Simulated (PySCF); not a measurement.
Species: C2H2BI.
Atom-mapped SMILES: `[CH:1]#[C:2][BH:3][I:4]` (hydrogens: H5 on C1; H6 on B3)

Method: PBE0-D3(BJ)/def2-SVP geometry optimisation, gas phase, def2 core potentials past Kr in PySCF 2.14.0; density fitting, grid level 1; the optimiser is geomeTRIC in internal coordinates, started from a GFN2-xTB structure with every atom displaced at random (about 0.01 Å).

Geometry at step 2:
```
atom  x, y, z in Å
C1     -1.6080   -0.0620   -0.4509
C2     -0.4230   -0.1521   -0.1711
B3      0.9939   -0.1910    0.3289
I4      2.0341    1.5925    0.8094
H5     -2.6466   -0.0046   -0.7262
H6      1.6653   -1.1880    0.2817
```

Question: Give the atomic forces at this geometry.

Answer: 
| atom | Fx (eV/Å) | Fy (eV/Å) | Fz (eV/Å) |
| --- | --- | --- | --- |
| C1 | 0.072 | -0.108 | -0.150 |
| C2 | -0.185 | 0.242 | 0.464 |
| B3 | 0.291 | -0.078 | -0.698 |
| I4 | -0.110 | -0.010 | 0.128 |
| H5 | -0.003 | 0.004 | 0.003 |
| H6 | -0.065 | -0.050 | 0.254 |

The largest, 0.76 eV/Å, acts on B3; the rms over all components is 0.239 eV/Å. The forces sum to zero within rounding, as they must for an isolated molecule in no field.

Question: Give the force on B3 in Eh/bohr and in nN.

Answer: 0.760 eV/Å ÷ 51.422 = 0.01479 Eh/bohr, and 0.760 eV/Å × 1.602 = 1.22 nN.

Question: How far is this geometry from the end of the optimisation?

Answer: 0.043 eV above it, and 0.040 Å rms away after alignment. The bonds farthest from their final lengths, with half the difference of the two atoms' forces along the bond (positive lengthens):

| bond | now (Å) | final (Å) | force along bond (eV/Å) |
| --- | --- | --- | --- |
| B3–I4 | 2.120 | 2.119 | +0.02 |

The angle farthest from its final value is C1–C2–B3, 173.3° against 179.3°.

The cost below is that of the whole optimisation. The run took 20 s wall on an Arm Neoverse V2 with one thread (shared host), and the process peaked at 0.34 GiB of memory.
